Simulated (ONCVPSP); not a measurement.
# Reading a pseudo-wave (magnesium (Mg))

Columns: radius, all-electron u(r) and pseudo u(r) of the 2p shell (level -46.73 eV) of magnesium in the configuration [He] 2s2 2p6 3s2; LDA (Perdew-Wang 92), scalar-relativistic, ONCV scheme, ONCVPSP 4.0.1.

| r (bohr) | all-electron | pseudo |
| --- | --- | --- |
| 0.050 | 0.0997 | 0.0348 |
| 0.100 | 0.3009 | 0.1344 |
| 0.150 | 0.5185 | 0.2857 |
| 0.200 | 0.7144 | 0.4704 |
| 0.250 | 0.8736 | 0.6676 |
| 0.300 | 0.9927 | 0.8561 |
| 0.350 | 1.0746 | 1.0178 |
| 0.400 | 1.1238 | 1.1391 |
| 0.450 | 1.1464 | 1.2148 |
| 0.500 | 1.1474 | 1.2452 |
| 0.550 | 1.1319 | 1.2371 |
| 0.600 | 1.1041 | 1.1996 |
| 0.650 | 1.0671 | 1.1418 |
| 0.700 | 1.0239 | 1.0736 |
| 0.750 | 0.9766 | 1.0034 |
| 0.800 | 0.9269 | 0.9375 |
| 0.850 | 0.8760 | 0.8786 |
| 0.900 | 0.8250 | 0.8252 |
| 0.950 | 0.7746 | 0.7746 |
| 1.000 | 0.7253 | 0.7253 |
| 1.050 | 0.6777 | 0.6777 |
| 1.100 | 0.6319 | 0.6319 |
| 1.150 | 0.5882 | 0.5882 |
| 1.200 | 0.5466 | 0.5466 |
| 1.250 | 0.5073 | 0.5073 |
| 1.300 | 0.4702 | 0.4702 |

Q: How many radial nodes do the two functions have?

A: The all-electron 2p function has n − l − 1 = 0; the pseudo-wave has 0.

Q: At about which radius was the pseudo-wave matched?

A: 0.95 bohr, where the columns begin to agree (steps of 0.05 bohr).

Q: Is the pseudo-wave norm-conserving?

A: Yes: the ONCV scheme keeps the norm inside the radius equal to the all-electron one, which fixes the energy derivative of the logarithmic derivative at the level.
